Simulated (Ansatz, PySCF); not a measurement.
This Ansatz (a quantum-chemistry and plane-wave program) input computes a SVWN5/def2-TZVPD energy:

Ansatz 0.2 input:
```yaml
crystal:
  periodic: [false, false, false]
  atoms:
    - {symbol: P, position_ang: [-0.00000000, -0.00000000, -0.51471897]}
    - {symbol: O, position_ang: [0.00000000, 0.00000000, 0.96509806]}
basis:
  gaussian:
    orbitals: def2-TZVPD
hamiltonian:
  xc: {name: SVWN5}
magnetization: {spin_polarized: true, initial_magnetization: 1}
output: {forces: true}
```

Write an input for the same energy in PySCF and say what it gives.


```python
from pyscf import gto, scf, dft

mol = gto.M(
    atom='''
    P    -0.00000000   -0.00000000   -0.51471897
    O     0.00000000    0.00000000    0.96509806
    ''',
    basis='def2-tzvpd',
    charge=0,
    spin=1,
    symmetry='C2v',
    verbose=4,
)

mf = dft.UKS(mol, xc='svwn').density_fit(auxbasis='def2-universal-jkfit')
mf.grids.level = 3
mf.conv_tol = 1e-9
mf.max_cycle = 100
mf.max_memory = 1500
mf.kernel()
if not mf.converged:
    mf = mf.newton()
    mf.kernel(mf.make_rdm1())
mf.analyze()
```
It gives -414.80321 Eh, and Ansatz -414.80319 Eh, a difference of 0.02 mEh, from the treatment of integrals and grids.
